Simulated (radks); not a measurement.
The numbers below are computed, except where a source is named.
Q: Species: Ir I. Configuration: [Xe] 4f14 5d(3/2: 4, 5/2: 3) 6s2. Level of theory: Dirac Kohn-Sham, BLYP, spin-unpolarised, spherical densities, finite nucleus; Fermi nuclear charge, rms radius 5.4032 fm (a radial shooting solver on a logarithmic mesh with Libxc functionals).

Spin-orbit splittings of the eigenvalues, e(l+1/2) - e(l-1/2), with zeta = 2 splitting/(2l+1) and mean radii in bohr:

| shell | occ. | splitting (eV) | zeta (eV) | <r> j=l-1/2 | <r> j=l+1/2 |
|---|---|---|---|---|---|
| 2p | 6 | 1628 | 1085 | 0.06017 | 0.06848 |
| 3p | 6 | 356.4 | 237.6 | 0.1801 | 0.1954 |
| 3d | 10 | 77.04 | 30.81 | 0.1705 | 0.1751 |
| 4p | 6 | 84.34 | 56.23 | 0.4266 | 0.4604 |
| 4d | 10 | 15.65 | 6.262 | 0.4719 | 0.4832 |
| 4f | 14 | 3.119 | 0.8913 | 0.5316 | 0.5393 |
| 5p | 6 | ? | ? | 1.065 | 1.165 |
| 5d | 7 | 1.215 | 0.4858 | 1.685 | 1.767 |

Estimate the 5p splitting.

A: 13.61 eV (zeta = 9.073 eV).
